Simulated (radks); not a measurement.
All-electron atom: W5+ in [Xe] 4f14 5d1. Calculated with a radial shooting solver on a logarithmic mesh with Libxc functionals: Dirac Kohn-Sham, PBE, spin-unpolarised, spherical densities, point nucleus; open shells fill j = l - 1/2 first.

Unscreened Slater integrals over Kohn-Sham orbitals (eV). Large and small components are both included. Empty in this configuration: 5d5/2.

F0(5d3/2,5d3/2): 15.601
F2(5d3/2,5d3/2): 8.3146
F0(5d3/2,4f7/2): 19.735
F2(5d3/2,4f7/2): 5.0628
G3(5d3/2,4f7/2): 1.7823
G5(5d3/2,4f7/2): 1.3939
F0(5d3/2,4f5/2): 19.768
F2(5d3/2,4f5/2): 4.9945
G1(5d3/2,4f5/2): 1.9557
G3(5d3/2,4f5/2): 1.7331
F0(5d3/2,5p3/2): 17.283
F2(5d3/2,5p3/2): 8.8780
G1(5d3/2,5p3/2): 10.898
G3(5d3/2,5p3/2): 6.7923
F0(5d3/2,5d5/2): 15.437
F2(5d3/2,5d5/2): 8.2274
G2(5d3/2,5d5/2): 8.2201
G4(5d3/2,5d5/2): 5.5114
F0(4f7/2,4f7/2): 41.314
F2(4f7/2,4f7/2): 19.974
F4(4f7/2,4f7/2): 12.600
F6(4f7/2,4f7/2): 9.0846
F0(4f7/2,4f5/2): 41.614
F2(4f7/2,4f5/2): 20.122
F4(4f7/2,4f5/2): 12.695
G2(4f7/2,4f5/2): 20.044
G4(4f7/2,4f5/2): 12.648
G6(4f7/2,4f5/2): 9.1199
F0(4f7/2,5p3/2): 24.188
F2(4f7/2,5p3/2): 7.7429
G2(4f7/2,5p3/2): 3.3544
G4(4f7/2,5p3/2): 2.7306
F0(4f7/2,5d5/2): 19.365
F2(4f7/2,5d5/2): 4.8594
F4(4f7/2,5d5/2): 2.3461
G1(4f7/2,5d5/2): 1.8868
G3(4f7/2,5d5/2): 1.6785
G5(4f7/2,5d5/2): 1.3172
F0(4f5/2,4f5/2): 41.921
F2(4f5/2,4f5/2): 20.276
F4(4f5/2,4f5/2): 12.794
F0(4f5/2,5p3/2): 24.246
F2(4f5/2,5p3/2): 7.6604
G2(4f5/2,5p3/2): 3.2525
G4(4f5/2,5p3/2): 2.6601
F0(4f5/2,5d5/2): 19.396
F2(4f5/2,5d5/2): 4.7931
F4(4f5/2,5d5/2): 2.2997
G1(4f5/2,5d5/2): 1.8152
G3(4f5/2,5d5/2): 1.6283
G5(4f5/2,5d5/2): 1.2807
F0(5p3/2,5p3/2): 19.831
F2(5p3/2,5p3/2): 10.764
F0(5p3/2,5d5/2): 17.044
F2(5p3/2,5d5/2): 8.6746
G1(5p3/2,5d5/2): 10.512
G3(5p3/2,5d5/2): 6.5547
F0(5d5/2,5d5/2): 15.279
F2(5d5/2,5d5/2): 8.1511
F4(5d5/2,5d5/2): 5.4657
